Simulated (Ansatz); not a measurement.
Ideal-gas functions of CHFGaN, SMILES `N#[C][GaH][F]` at 500 K and 1 bar, from an Ansatz frequency run at PBE0-D4/def2-TZVP.

Molar mass 115.75 g/mol, point group Cs (symmetry number 1), electronic degeneracy 1, moments of inertia 34.558, 172.095, 206.653 u Å². Harmonic wavenumbers (cm⁻¹, unscaled): 124, 210, 311, 474, 489, 606, 706, 2097, 2324.

Use S(trans) = R[1.5 ln M + 2.5 ln T − 1.1517]; rotational temperatures θ = 24.2544 K / I; S(rot) = R[ln(√π/σ · √(T³/θAθBθC)) + 1.5]; for each mode x = 1.438777 ν̃/T, S = R[x/(eˣ − 1) − ln(1 − e⁻ˣ)] and H = RT x/(eˣ − 1); 1 cm⁻¹ = 0.0119627 kJ/mol; R = 8.31446 J/(mol·K).

By hand: the entropy, in J/(mol·K).

Translation 178.9. Rotation: θ = 0.7018, 0.1409, 0.1174 K, giving 113.3. Vibration, mode by mode: 16.93, 12.63, 9.51, 6.35, 6.13, 4.67, 3.72, 0.14, 0.08, in all 60.2. Electronic 0.0. Sum 352.4 J/(mol·K).

By hand: H − E and G − E in kJ/mol, counted from the electronic energy.

Zero-point energy ½ × 7341 × 0.0119627 = 43.9; thermal vibration 15.8; translation, rotation and pV give 4 RT = 16.6. H − E = 76.3 kJ/mol, and G − E = 76.3 − 500 × 352.4/1000 = -99.9 kJ/mol.

Vibration gives 17 % of the entropy, 16.9 J/(mol·K) of it from the mode under 150 cm⁻¹: soft modes count most, and the harmonic formula is weakest for them.
